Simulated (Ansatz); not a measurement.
System: C4H5N, charge 0, multiplicity 1. SMILES: C/C=C\C#N
Coordinates optimised at B3LYP-D3(BJ)/def2-TZVP (Ansatz, a program for electronic structure):
```
C
C 1 1.3365
H 2 1.0826 1 120.89
H 1 1.0850 2 117.12 3 0.00
C 2 1.4241 3 115.94 1 180.00
N 5 1.1531 3 152.15 2 -180.00
C 1 1.4884 4 116.79 2 180.00
H 7 1.0890 1 112.12 4 -180.00
H 7 1.0936 8 108.70 1 -122.19
H 7 1.0936 8 108.70 9 -115.62
```

CCSD(T) with Ansatz in growing basis sets, 26 correlated electrons. Valence correlation only, unless marked. Open shells are spin-unrestricted. Spin-orbit coupling is left out. No relativistic terms. Costs are ratios of core time to the smallest set, on shared machines of one kind, and rough; they hold the program's checks for lower states.

| basis | functions | cost over smallest | E(corr) (Eh) | electronic atomisation energy (kcal/mol) |
|---|---|---|---|---|
| cc-pVDZ | 95 | 1× | -0.7482 | 977.6 |
| cc-pVTZ | 220 | 10× | -0.8982 | 1030.6 |

Formally CCSD grows as o²v⁴ and (T) as o³v⁴; with o = 13 and v going from 77 to 202 both grow 47-fold in the last step, while integrals and the mean field grow more slowly. That step adds 150.0 mEh of correlation energy and 53.0 kcal/mol to the atomisation energy.
